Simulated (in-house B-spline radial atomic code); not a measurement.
Radial electron density of Tc, [Kr] 4d5 5s1 5f1. Level of theory: Dirac-Hartree-Fock, average of configuration, Fermi nucleus of rms radius 4.41117 fm; calculated with a radial B-spline atomic code at the basis-set limit.

Columns: r (bohr), 4πr²n(r) (electrons per bohr), bar.

```
 0.00133    1.515 #
 0.00173    2.412 ##
 0.00226    3.829 ###
 0.00294    5.952 ####
 0.00382    9.073 ######
 0.00497    13.55 #########
 0.00647    19.66 #############
 0.00842    27.44 ##################
   0.011    36.58 ########################
  0.0143    45.54 ##############################
  0.0185    52.32 ###################################
  0.0241       55 ####################################
  0.0314     52.6 ###################################
  0.0409    47.91 ################################
  0.0532    47.02 ###############################
  0.0692     54.2 ####################################
    0.09    64.86 ###########################################
   0.117    66.68 ############################################
   0.152    54.87 ####################################
   0.198    43.27 #############################
   0.258    46.55 ###############################
   0.336     52.4 ###################################
   0.437    41.06 ###########################
   0.568    21.21 ##############
   0.739     12.4 ########
   0.962    12.73 ########
    1.25    10.72 #######
    1.63    5.962 ####
    2.12    2.623 ##
    2.76    1.127 #
    3.59   0.4634 
    4.67   0.1424 
    6.07  0.02829 
     7.9  0.01203 
    10.3  0.02042 
    13.4  0.02203 
    17.4 0.005383 
    22.7 0.006359 
    29.5  0.04065 
    38.4  0.03531 
    49.9 0.007552 
    64.9 0.0003425 
    84.5 2.276e-06 
     110 1.343e-09
```

On this grid the curve has 6 maxima, near 0.0241, 0.117, 0.336, 0.962, 13.4, 29.5 bohr.

The 5f5/2 radial function P(r) = rR(r), positive near the nucleus, with its small component Q(r) (sign convention: Q ≈ (P' + κP/r)/2c):

```
r (bohr)          P           Q
   0.568  0.0003202   1.009e-05
   0.962  0.0008319     1.5e-05
    1.63   0.002231   2.543e-05
    2.76   0.007825   5.808e-05
    4.67    0.03143   0.0001365
     7.9     0.1006   0.0002192
    13.4     0.1484   9.114e-05
    22.7   -0.07974  -0.0001368
    38.4    -0.1879  -2.479e-05
    64.9   -0.01851   4.737e-06
```
